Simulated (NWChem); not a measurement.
Species: InF2 cation; SMILES [F][In+][F]

```xyz
3

In     0.0000     0.0000     0.0000
F      0.0000     0.0000     1.8756
F      0.0000     0.0000    -1.8756
```
Atoms are numbered in this order, from 1.

Structure relaxed at the PBE0/def2-SVP level. def2 effective core potentials on In; no spin-orbit coupling.

List the 6 lowest vertical singlet excitations from LRC-wPBEh/def2-SVP with def2 effective core potentials on In, TDA (NWChem).


```tsv
state	energy (eV)	oscillator strength	leading excitation (squared amplitude)
S1	5.22	0.000	HOMO → LUMO (0.94)
S2	5.22	0.000	HOMO−1 → LUMO (0.94)
S3	5.71	0.025	HOMO−2 → LUMO (0.73)
S4	5.71	0.025	HOMO−3 → LUMO (0.73)
S5	7.65	0.132	HOMO−4 → LUMO (0.57)
S6	8.22	0.000	HOMO−5 → LUMO (0.66)
```
